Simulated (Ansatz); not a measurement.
A reaction path, image by image

GaSiH6Br, closed shell, from GaSiH₆Br ([SiH3][GaH2][BrH]) to a complex of GaH₂Br ([GaH2][Br]) + SiH₄; PBE0-D4/def2-SVP (Ansatz 0.2.0). Settings:

```yaml
hamiltonian: {xc: pbe0, dispersion: d4}
neb:
  images: 5
  climbing: true
  max_iterations: 40
  initial_path: idpp
```

First end:

Ga1  (-1.303, 0.301, 0.205)
Si2  (0.908, 0.842, -0.601)
H3  (-2.298, -0.458, -0.748)
H4  (-1.847, 0.903, 1.552)
H5  (0.616, -2.339, 0.487)
Br6  (-0.345, -2.059, 1.502)
H7  (1.811, 1.383, 0.454)
H8  (0.891, 1.823, -1.725)
H9  (1.567, -0.396, -1.126)
(Å)

Second end:

Ga1  (-1.643, -0.154, 0.520)
Si2  (1.397, 0.280, -0.570)
H3  (-1.971, -0.529, -0.958)
H4  (-1.476, 1.269, 1.137)
H5  (0.450, -0.489, 0.313)
Br6  (-1.791, -1.886, 2.042)
H7  (2.420, 0.880, 0.316)
H8  (0.626, 1.323, -1.286)
H9  (1.990, -0.693, -1.514)
(Å)

The ends were relaxed with PBE0-D4 in triple zeta, so they are not quite minima here (largest force components 0.13 and 0.11 eV/Å).

Energies along the converged band: It took 8 iterations. Path lengths are measured after rigid turns and shifts between images are taken out.
```tsv
image	path length (Å)	energy (eV)
0	0.00	0.000
1	0.67	0.023
2	1.33	0.196
3 (climbing)	2.00	0.379
4	2.66	-0.477
5	3.32	-1.014
6	3.98	-1.056
```
Energies count from the first end.

The images between the ends:
Image 1:
```xyz
9
angstrom
Ga -1.3423 0.3062 0.1468
Si 0.9163 0.7143 -0.6288
H -2.3545 -0.4501 -0.7888
H -1.8475 1.0329 1.4460
H 0.7470 -1.8979 0.7492
Br -0.4524 -2.0731 1.5009
H 1.8510 1.0647 0.4917
H 0.9830 1.8173 -1.6389
H 1.4996 -0.5143 -1.2782
```

Image 2:
```xyz
9
angstrom
Ga -1.2968 0.2540 0.1369
Si 1.0001 0.5790 -0.6196
H -2.2946 -0.4721 -0.8295
H -1.7449 1.0959 1.3822
H 0.3842 -1.3990 0.7762
Br -0.5364 -2.1430 1.6023
H 1.9379 0.9966 0.4732
H 0.9183 1.6895 -1.6200
H 1.6321 -0.6009 -1.3017
```

Image 3:
```xyz
9
angstrom
Ga -1.3309 0.1461 0.2203
Si 1.0767 0.3886 -0.5510
H -2.2294 -0.4624 -0.8939
H -1.6098 1.2137 1.3187
H 0.1664 -0.9546 0.6128
Br -0.5907 -2.0084 1.6270
H 2.0066 0.9196 0.4901
H 0.7764 1.4864 -1.5310
H 1.7347 -0.7289 -1.2930
```

Image 4:
```xyz
9
angstrom
Ga -1.4798 -0.0241 0.4100
Si 1.2037 0.2834 -0.5344
H -2.1856 -0.4104 -0.9250
H -1.5351 1.3020 1.2310
H 0.2501 -0.6092 0.3535
Br -0.8931 -1.9501 1.7521
H 2.0858 0.8882 0.4921
H 0.7330 1.3456 -1.4823
H 1.8209 -0.8253 -1.2971
```

Image 5:
```xyz
9
angstrom
Ga -1.6252 -0.1217 0.5354
Si 1.3530 0.2765 -0.5814
H -2.1768 -0.4281 -0.8933
H -1.4806 1.2784 1.2148
H 0.2889 -0.4753 0.1773
Br -1.3540 -1.9578 1.9330
H 2.2227 0.9047 0.4470
H 0.7279 1.3003 -1.4629
H 2.0441 -0.7771 -1.3700
```

The band counts as converged below 0.05 eV/Å. Hardware: 8 CPU threads of an Arm Neoverse V1, shared host. Wall time about 75 s.
